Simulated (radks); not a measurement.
Charge is removed step by step from the 4f down level of Hf2+, starting from [Xe] 4f(up 7, down 7) 5d2. Calculated with a radial shooting solver on a logarithmic mesh with Libxc functionals: scalar-relativistic Kohn-Sham, PBEsol, spin-polarised, spherical densities, point nucleus; open shells are filled with parallel spins first (spin-orbit coupling, left out, can overturn this in heavy ions).

removed (e)  E - E(0) (eV)  eigenvalue (eV)  E minus straight line (eV)
0                    0.000          -31.762                       0.000
0.125                4.124          -34.129                      -1.086
0.25                 8.547          -36.545                      -1.873
0.375               13.275          -39.007                      -2.355
0.5                 18.313          -41.513                      -2.527
0.625               23.668          -44.063                      -2.382
0.75                29.343          -46.655                      -1.917
0.875               35.346          -49.288                      -1.124
1                   41.680          -51.961                       0.000

Removing the whole electron costs 41.680 eV by Delta-SCF, against 31.762 eV from minus the eigenvalue at the starting occupation. Slater's transition state (half an electron removed) gives 41.513 eV. Integrating minus the eigenvalue over the occupation (Janak's theorem) gives 41.629 eV. In this scalar-relativistic scheme the density is built from large components alone, so the theorem holds only approximately. The mean slope of the eigenvalue, de/dn, is 20.2 eV per electron.
